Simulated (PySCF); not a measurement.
Ligand exchange on a metal centre used in film growth or etching (Nb Cl-NH2). Isolated molecules, 0 K electronic values unless said otherwise. One relaxed conformer stands for each flexible species; it need not be the lowest.

The numbers are results of TPSSh-D3(BJ)/def2-TZVP // r2SCAN-D4/def2-SVP run with PySCF 2.14.0, not measurements. 

| species | mean distance from the central atom to its bonded neighbours (Å) | charge on the central atom (Mulliken) (e) | HOMO (eV) |
|---|---|---|---|
| 1 of 5 Cl replaced by NH2 ([Nb(Cl)4(NH2)]) | 2.244 | 1.35 | -8.02 |
| 2 of 5 Cl replaced by NH2 ([Nb(Cl)3(NH2)2]) | 2.192 | 1.40 | -7.63 |
| 3 of 5 Cl replaced by NH2 | 2.132 | 1.56 | -6.79 |
| 4 of 5 Cl replaced by NH2 ([Nb(Cl)(NH2)4]) | 2.075 | 1.63 | -6.38 |
| 5 of 5 Cl replaced by NH2 ([Nb(NH2)5]) | 2.012 | 1.77 | -5.69 |
